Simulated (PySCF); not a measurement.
A PySCF script (with the pyscf-properties extension) for the NMR shieldings of `C=CO[Si@H](S)SC=C`, C₄H₈OS₂Si, on a GFN2-xTB geometry:

```python
import basis_set_exchange as bse
import numpy as np
from pyscf import gto, dft
from pyscf.prop import nmr

atoms = """
C    -3.184553    0.167467    0.443445
C    -2.566767   -0.020707   -0.706923
O    -1.245893   -0.227669   -0.873715
Si   -0.013812   -0.219812    0.173532
S     0.159691    1.719161    1.106174
S     1.578702   -0.710841   -1.161846
C     3.024842   -0.618666   -0.173576
C     3.122404   -0.308058    1.106060
H    -4.246663    0.317757    0.475755
H    -2.655947    0.164068    1.380502
H    -3.086907   -0.025019   -1.656235
H    -0.157696   -1.211541    1.228575
H    -0.989322    2.187895    0.642156
H     3.893080   -0.862514   -0.766203
H     2.276331   -0.052408    1.718551
H     4.084913   -0.290169    1.587304
"""
names = dict.fromkeys(["C", "O", "Si", "S", "H"], "pcSseg-1")
basis = {el: gto.basis.parse(bse.get_basis(n, elements=[el], fmt="nwchem")) for el, n in names.items()}
mol = gto.M(atom=atoms, basis=basis, charge=0, verbose=0)
mf = dft.RKS(mol, xc="PBE0")
mf.grids.level = 2
mf.grids.alignment = dft.numint.BLKSIZE   # the property module wants whole blocks of grid points
mf.conv_tol = 1e-9
mf.kernel()

calc = nmr.RKS(mf)   # GIAO
C = mf.mo_coeff
Co = C[:, mf.mo_occ > 0]
resp = mf.gen_response(singlet=True, hermi=2)
def vind(x):   # induced exchange potential for any number of trial vectors
    d = np.einsum("pi,xij,qj->xpq", C, 2 * x.reshape(-1, C.shape[1], Co.shape[1]), Co, optimize=True)
    return np.einsum("xpq,pi,qj->xij", resp(d - d.transpose(0, 2, 1)), C, Co, optimize=True).ravel()
mo1, _ = nmr.rhf.solve_mo1(calc, with_cphf=vind)
sigma = calc.kernel(mo1)
for i, s in enumerate(sigma):   # ppm
    print("%2d %-2s %9.2f" % (i, mol.atom_pure_symbol(i), np.trace(s) / 3))
```

**Question.** What are the results?

**Answer.** 
```
 0 C      87.02
 1 C      33.25
 2 O     219.59
 3 Si    345.44
 4 S     709.43
 5 S     517.86
 6 C      50.33
 7 C      67.73
 8 H      27.09
 9 H      27.17
10 H      25.18
11 H      25.12
12 H      30.16
13 H      25.56
14 H      26.81
15 H      26.34
```

These numbers come from an equivalent density-fitted implementation of the same equations, which agrees with the script to about 0.01 ppm for H and up to a few tenths of a ppm for heavy atoms, so last digits may differ.

**Question.** Turn these shieldings into chemical shifts. Scale: ¹³C (σref 186.93), ²⁹Si (σref 349.16), ¹H (σref 31.72) against TMS; H2O for ¹⁷O (σref 336.08); ³³S (σref 503.73) vs CS2 (reference shieldings calculated alike).

**Answer.** Averaging equivalent atoms: C 1: 153.7; C 6: 136.6; C 7: 119.2; C 0: 99.9; O 2: 116.5; Si 3: 3.7; S 5: -14; S 4: -206; H 11: 6.60; H 10: 6.54; H 13: 6.16; H 15: 5.38; H 14: 4.91; H 8: 4.63; H 9: 4.54; H 12: 1.56 ppm. Experimental scales use liquid or dissolved standards, which lie at an offset from isolated H2O (liquid H2O: subtract about 36 ppm).

Size and cost of the density-fitted run: 197 basis functions, 47 s wall time on 1 thread of an Arm Neoverse V1, shared host; peak memory 0.92 GiB.
